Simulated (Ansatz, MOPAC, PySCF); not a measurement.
Complex: CH4 (SMILES C) (first 5 atoms) with CH6Si (SMILES C[SiH3]); geometry from B3LYP-D3(BJ)/def2-TZVP.
(charge 0, multiplicity 1):
```xyz
13

C     -0.087     0.012     0.321
H     -0.334    -0.401    -0.656
H      0.572    -0.675     0.849
H      0.412     0.972     0.192
H     -1.002     0.151     0.896
C      0.583     1.139     3.976
Si    -0.220    -0.541     4.199
H      0.671     1.390     2.918
H      1.584     1.152     4.412
H     -0.006     1.919     4.462
H     -1.581    -0.555     3.611
H     -0.334    -0.876     5.640
H      0.583    -1.599     3.539
```

Counterpoise-corrected where a basis set is named; no monomer relaxation. Rows marked so take none.

Frozen-core correlation. Rows in STO-3G carry no dispersion term and start afresh at each structure. The state that PM3 reach isn't checked.

Run with Ansatz (a first-principles code); MOPAC for PM3 (differences of heats of formation); PySCF for STO-3G rows, the dispersion terms. Each number belongs to the level named beside it.

### Question
One of these levels gives -0.59 kcal/mol for the interaction energy. Name it.
A. B2PLYP-D3(BJ)/def2-TZVPPD
B. HF/STO-3G (no counterpoise)
C. CAM-B3LYP/def2-TZVPPD
D. PM3

### Answer
D, PM3. The others give 0.49 (HF/STO-3G (no counterpoise)), 0.01 (CAM-B3LYP/def2-TZVPPD), -0.90 (B2PLYP-D3(BJ)/def2-TZVPPD)
